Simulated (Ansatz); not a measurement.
Input for Ansatz (development build ahead of 0.2.0):

```yaml
crystal:
  periodic: [false, false, false]
  atoms:
    - { symbol: H, position_ang: [1.57027, 9.0e-05, 6.0e-05] }
    - { symbol: H, position_ang: [1.27024, 0.92295, -6.0e-05] }
    - { symbol: H, position_ang: [0.48527, 1.49342, -0.00014] }
    - { symbol: H, position_ang: [-0.48533, 1.49341, 0.00017] }
    - { symbol: H, position_ang: [-1.27043, 0.92288, 0.00011] }
    - { symbol: H, position_ang: [-1.56997, 0.0001, -1.0e-05] }
    - { symbol: H, position_ang: [-1.27031, -0.92305, 5.0e-05] }
    - { symbol: H, position_ang: [-0.48508, -1.49336, 1.0e-05] }
    - { symbol: H, position_ang: [0.48522, -1.49335, -0.00014] }
    - { symbol: H, position_ang: [1.27017, -0.92273, 5.0e-05] }
basis:
  gaussian: { orbitals: def2-SVP }
total_charge: 1
magnetization:
  spin_polarized: true
  initial_magnetization: 1
hamiltonian:
  xc: hf
output:
  forces: true
```

The input is written out in the form of the current development build from the run's settings.

The run gave:

* Converged: yes
* Total energy: -5.03403 hartree
* Spin squared of the determinant: 0.814
* Stability test: minimum

Forces (eV/Å):
```
atom      Fx      Fy     Fz
  H1   0.096  -3.544  0.000
  H2  -1.463   1.709  0.000
  H3   0.345   0.294  0.000
  H4   1.843   0.393  0.000
  H5  -2.116  -2.680  0.000
  H6  -0.096   3.542  0.000
  H7   1.462  -1.708  0.000
  H8  -0.347  -0.293  0.000
  H9  -1.841  -0.394  0.000
 H10   2.118   2.682  0.000
```

Caution: the charge can sit on one fragment and break the point group; the determinant breaks the point group.
